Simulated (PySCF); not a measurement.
Isomers of C7H12Ge, mass 170.015 u with the commonest isotopes. Method used: PBE0-D3(BJ)/def2-SVP geometry optimisation, gas phase in PySCF 2.14.0. One conformer each, none proved a minimum here; rigid rotors.

Question: Order these by out-of-plane moment Σ m c² = (Ia + Ib − Ic)/2, smallest first.
A. `[CH:1]#[C:2][GeH:3]1[CH2:4][CH2:5][CH2:6][CH2:7][CH2:8]1` with C2–Ge3–C4–C5 -71°, Ge3–C4–C5–C6 -55°, C4–C5–C6–C7 67°, C5–C6–C7–C8 -67°
B. `[CH2:1]=[CH:2][CH2:3][GeH:4]1[CH2:5][CH:6]=[CH:7][CH2:8]1` with C1–C2–C3–Ge4 -101°, C2–C3–Ge4–C5 168°
C. `[CH3:1][C:2]#[C:3][GeH:4]1[CH2:5][CH2:6][CH2:7][CH2:8]1` with C3–Ge4–C5–C6 130°, Ge4–C5–C6–C7 -37°, C5–C6–C7–C8 52°, C6–C7–C8–Ge4 -37°
D. `[CH2:1]=[C:2]([CH3:3])[GeH:4]1[CH2:5][CH:6]=[CH:7][CH2:8]1` with C1–C2–Ge4–C5 -106°
E. `[CH:1]#[C:2][C@H:3]1[CH2:4][CH2:5][CH2:6][CH2:7][GeH2:8]1` with C2–C3–C4–C5 63°, C3–C4–C5–C6 67°, C4–C5–C6–C7 -66°, C5–C6–C7–Ge8 56°

Answer: B (51.21 u·Å²), D (66.60 u·Å²), C (79.23 u·Å²), E (80.63 u·Å²), A (122.77 u·Å²).

Question: Order these by rotational constant B, smallest first.
A. `[CH:1]#[C:2][GeH:3]1[CH2:4][CH2:5][CH2:6][CH2:7][CH2:8]1` with C2–Ge3–C4–C5 -71°, Ge3–C4–C5–C6 -55°, C4–C5–C6–C7 67°, C5–C6–C7–C8 -67°
B. `[CH2:1]=[C:2]([CH3:3])[GeH:4]1[CH2:5][CH:6]=[CH:7][CH2:8]1` with C1–C2–Ge4–C5 -106°
C. `[CH:1]#[C:2][C@H:3]1[CH2:4][CH2:5][CH2:6][CH2:7][GeH2:8]1` with C2–C3–C4–C5 63°, C3–C4–C5–C6 67°, C4–C5–C6–C7 -66°, C5–C6–C7–Ge8 56°
D. `[CH2:1]=[CH:2][CH2:3][GeH:4]1[CH2:5][CH:6]=[CH:7][CH2:8]1` with C1–C2–C3–Ge4 -101°, C2–C3–Ge4–C5 168°
E. `[CH3:1][C:2]#[C:3][GeH:4]1[CH2:5][CH2:6][CH2:7][CH2:8]1` with C3–Ge4–C5–C6 130°, Ge4–C5–C6–C7 -37°, C5–C6–C7–C8 52°, C6–C7–C8–Ge4 -37°

Answer: E (747.6 MHz), D (991.6 MHz), B (1080 MHz), A (1128 MHz), C (1426 MHz).

Question: Order these by rotational constant C, largest first.
A. `[CH3:1][C:2]#[C:3][GeH:4]1[CH2:5][CH2:6][CH2:7][CH2:8]1` with C3–Ge4–C5–C6 130°, Ge4–C5–C6–C7 -37°, C5–C6–C7–C8 52°, C6–C7–C8–Ge4 -37°
B. `[CH:1]#[C:2][C@H:3]1[CH2:4][CH2:5][CH2:6][CH2:7][GeH2:8]1` with C2–C3–C4–C5 63°, C3–C4–C5–C6 67°, C4–C5–C6–C7 -66°, C5–C6–C7–Ge8 56°
C. `[CH2:1]=[CH:2][CH2:3][GeH:4]1[CH2:5][CH:6]=[CH:7][CH2:8]1` with C1–C2–C3–Ge4 -101°, C2–C3–Ge4–C5 168°
D. `[CH2:1]=[C:2]([CH3:3])[GeH:4]1[CH2:5][CH:6]=[CH:7][CH2:8]1` with C1–C2–Ge4–C5 -106°
E. `[CH:1]#[C:2][GeH:3]1[CH2:4][CH2:5][CH2:6][CH2:7][CH2:8]1` with C2–Ge3–C4–C5 -71°, Ge3–C4–C5–C6 -55°, C4–C5–C6–C7 67°, C5–C6–C7–C8 -67°

Answer: E (1117 MHz), B (1009 MHz), D (968.9 MHz), C (858.2 MHz), A (736.8 MHz).

```
                      SMILES  point group  Ia (u·Å²)  Ib (u·Å²)  Ic (u·Å²)      κ  μa (D)  μb (D)  μc (D)
   C#[C][GeH]1[CH2]CCC[CH2]1           Cs     249.86     447.97     452.29  -0.98    0.88    0.00    0.13
   CC#[C][GeH]1[CH2]CC[CH2]1           C1     168.37     675.98     685.90  -0.99    0.48    0.56    0.48
    C#C[C@H]1CCC[CH2][GeH2]1           C1     307.52     354.49     500.75   0.31    0.49    0.76    0.03
C=[C](C)[GeH]1[CH2]C=C[CH2]1           C1     187.01     467.81     521.63  -0.87    0.30    0.14    0.19
C=C[CH2][GeH]1[CH2]C=C[CH2]1           C1     181.64     509.66     588.88  -0.86    0.16    0.30    0.21
```
